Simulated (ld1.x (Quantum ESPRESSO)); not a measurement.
# O (Z = 8): ultrasoft pseudisation with Wu–Cohen, fully relativistic reference atom.

ld1.x (Quantum ESPRESSO) 7.5 input, shortened:

```
&input
   title='O', zed=8., rel=2, dft='WC', iswitch=3,
   config='[He] 2s2 2p4', rel_dist='average'
 /
 &inputp
   pseudotype=3, tm=.true., lloc=-2, rcloc=0.90,
   nlcc=.true., rcore=0.90,
   which_augfun='PSQ', rmatch_augfun=0.55
 /
4
2S  1  0   2.00   0.00  0.80  0.90  0.0
2S  1  0   0.00   0.15  0.80  0.90  0.0
2P  2  1   4.00   0.00  0.95  1.15  0.0
2P  2  1   0.00   3.80  0.95  1.15  0.0
 &test
   configts(1)='2s2 2p4'
 /
```

Open shells are filled in proportion to 2j + 1 (rel_dist='average').

All-electron outer shells of the reference configuration (Wu–Cohen, scalar-relativistic, ld1.x):

| shell | level (eV) | outermost node (bohr) | outermost maximum (bohr) |
| --- | --- | --- | --- |
| 1s | -513.83 | – | 0.13 |
| 2s | -23.83 | 0.28 | 0.87 |
| 2p | -9.00 | – | 0.82 |

Calculated quality:

| Property | Result |
| --- | --- |
| Cutoffs needed | 50 Ry and 90 Ry (the cutoffs (Ry, on a coarse ladder) from which the occupation-weighted sum of valence levels, in a spherical-Bessel basis at the reference potential, stays within 10 and 1 mRy of its value at 400 Ry) |
| Ghost test | no extra level below or beside the all-electron valence levels (s, p1/2, p3/2, d, f tested) (spherical-Bessel basis up to 400 Ry, 20 bohr box) |
| Largest excitation error | +572 meV (all-electron minus pseudo) for 2s2 2p0, out of 7 test configurations |
| Lowest eigenvalue of the overlap operator | 0.56 (s channel) |
| Density cutoff estimated by the generator | 987 Ry |

Generation and tests took about 1.1 s on one core of a shared server CPU.
